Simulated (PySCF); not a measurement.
C4H12GaSi (charge -1).
SMILES: `C=C[Si@@H](C)[CH2][GaH3-]`

Jobs on this species (18 atoms, 82 electrons) with PySCF (density fitting). Hardware of each: one thread, Arm Neoverse N1, no GPU (shared host). The host was shared with other jobs, so the times are rough.

| level and settings | work | basis functions | SCF cycles | wall time |
| --- | --- | --- | --- | --- |
| wB97X-D/def2-SVPD | 10 singlets by full TDDFT, 4 Tamm–Dancoff triplets, polarisability, ΔSCF ions | 238 | ? | ? |
| LDA/def2-SVPD | 10 singlets by full TDDFT, 4 Tamm–Dancoff triplets, polarisability, ΔSCF ions | 238 | ? | ? |
| PBE0/def2-SVP | 10 singlets by full TDDFT, 4 Tamm–Dancoff triplets, polarisability | 166 | 12 | 54 s |
| B3LYP/def2-SVPD | 10 singlets by full TDDFT, 4 Tamm–Dancoff triplets, polarisability, ΔSCF ions | 238 | 12 | 11 min |
| HF/def2-SVPD | 10 singlets by TDHF, 4 Tamm–Dancoff triplets, polarisability, ΔSCF ions | 238 | 11 | 2.7 min |
| PBE0/def2-TZVP | 10 singlets by full TDDFT, 4 Tamm–Dancoff triplets, polarisability | 281 | 12 | 2.7 min |
| CAM-B3LYP/def2-SVPD | 10 singlets by full TDDFT, 4 Tamm–Dancoff triplets, polarisability, ΔSCF ions | 238 | 12 | 11 min |
| PBE0/6-31G* | 10 singlets by full TDDFT, 4 Tamm–Dancoff triplets, polarisability | 130 | 12 | 40 s |
| BHandHLYP/def2-SVPD | 10 singlets by full TDDFT, 4 Tamm–Dancoff triplets, polarisability, ΔSCF ions | 238 | 11 | 9.7 min |

Task: Fill in the missing figures.

Result: 
- wB97X-D/def2-SVPD; 10 singlets by full TDDFT, 4 Tamm–Dancoff triplets, polarisability, ΔSCF ions: 11 min, 12 SCF cycles
- LDA/def2-SVPD; 10 singlets by full TDDFT, 4 Tamm–Dancoff triplets, polarisability, ΔSCF ions: 7.6 min, 14 SCF cycles

Task: What do all jobs in the table cost together?

Result: About 57 min; the longest takes about 19 % of that, and about 16 times as long as the shortest.
